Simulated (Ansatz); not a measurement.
Geometry optimisation, RKS PBE0/def2-SVP in Ansatz.

Input:

```yaml
crystal:
  periodic: [false, false, false]
  atoms:
    - { symbol: "N", position_ang: [-0.2019, 1.3773, -0.6283] }
    - { symbol: C, position_ang: [-0.0253, 0.0669, -0.7103] }
    - { symbol: Si, position_ang: [0.1264, -0.9823, 0.8317] }
    - { symbol: S, position_ang: [0.1772, -0.6689, -2.1956] }
    - { symbol: H, position_ang: [-0.3397, 1.9468, -1.5172] }
    - { symbol: H, position_ang: [-0.3349, 1.944, 0.2334] }
    - { symbol: H, position_ang: [1.5252, -1.6238, 0.9451] }
    - { symbol: H, position_ang: [-1.05302, -0.11501, -0.39596] }
    - { symbol: H, position_ang: [0.0169, -0.0925, 2.086] }
basis:
  gaussian: { orbitals: def2-SVP }
hamiltonian:
  xc: pbe0
relax:
  f_tol: 0.02
  max_steps: 50
```

Run as:

```bash
$ ansatz run input.yaml --threads 2 --pin off --max-ram 3072MiB --backend cpu --events-out ev --progress --plain --runs-dir out
```

Question: Where does it end, and by what steps?

Answer: The run converged. The force dipped under the threshold on the way, but the program's further checks kept it going. After 13 steps the energy has fallen by 4.463 eV; H8 moved furthest, 1.87 Å. Parted: C2–H8. Joined: Si3–H8.

| step | energy less start (eV) | largest force component (eV/Å) | accepted |
| --- | --- | --- | --- |
| 0 | 0.0000 | 6.500 | yes |
| 1 | -0.9814 | 2.122 | yes |
| 2 | -1.5677 | 1.951 | yes |
| 3 | -2.1868 | 1.984 | yes |
| 4 | -2.9392 | 2.054 | yes |
| 5 | -3.5483 | 1.671 | yes |
| 6 | -3.9529 | 1.165 | yes |
| 7 | -4.2130 | 0.782 | yes |
| 8 | -4.3734 | 0.512 | yes |
| 9 | -4.4485 | 0.131 | yes |
| 10 | -4.4602 | 0.032 | yes |
| 11 | -4.4611 | 0.063 | yes |
| 12 | -4.4625 | 0.008 | yes |
| 13 | -4.4627 | 0.017 | yes |

```xyz
9
Properties=species:S:1:pos:R:3
N -0.064 1.650 -0.742
C 0.043 0.320 -0.862
Si -0.015 -0.782 0.688
S 0.228 -0.470 -2.299
H -0.031 2.228 -1.577
H -0.177 2.099 0.158
H 1.260 -1.545 0.779
H -1.179 -1.703 0.576
H -0.173 0.055 1.927
```

The run took 38 s on 2 threads of Intel(R) Xeon(R) Platinum 8259CL CPU @ 2.50GHz (Skylake/Cascade Lake) (shared host), peak memory 0.2 GiB.
